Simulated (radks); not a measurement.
Question: The mean radii <r> (bohr) of the occupied orbitals of an atom or ion are listed with their occupations. All-electron calculation, scalar-relativistic Kohn-Sham, BLYP, spin-polarised, spherical densities, point nucleus. Program: a radial shooting solver on a logarithmic mesh with Libxc functionals.

| orbital | occ. | <r> |
|---|---|---|
| 1s up | 1 | 0.02274 |
| 1s down | 1 | 0.02274 |
| 2s up | 1 | 0.09699 |
| 2s down | 1 | 0.09699 |
| 2p up | 3 | 0.08546 |
| 2p down | 3 | 0.08546 |
| 3s up | 1 | 0.2550 |
| 3s down | 1 | 0.2548 |
| 3p up | 3 | 0.2534 |
| 3p down | 3 | 0.2532 |
| 3d up | 5 | 0.2311 |
| 3d down | 5 | 0.2308 |
| 4s up | 1 | 0.5801 |
| 4s down | 1 | 0.5799 |
| 4p up | 3 | 0.6148 |
| 4p down | 3 | 0.6146 |
| 4d up | 5 | 0.6741 |
| 4d down | 5 | 0.6743 |
| 5s up | 1 | 1.412 |
| 5s down | 1 | 1.434 |
| 5p up | 3 | 1.652 |
| 5p down | 2 | 1.698 |
| 4f up | 7 | 1.039 |

Name the element and its charge. Open shells, if any, are filled with parallel spins first.

Answer: Z = 62, samarium, charge +2: Sm2+ in [Kr] 4d10 4f7 5s2 5p5. The 1s radius gives Z: for a bare nucleus <r> = (2 gamma + 1)/(2Z) with gamma = sqrt(1 - (Z/c)^2), 0.02245 bohr for Z = 62, and screening makes it slightly larger (0.02274 here). The occupations add up to 60, and the charge is Z minus that.
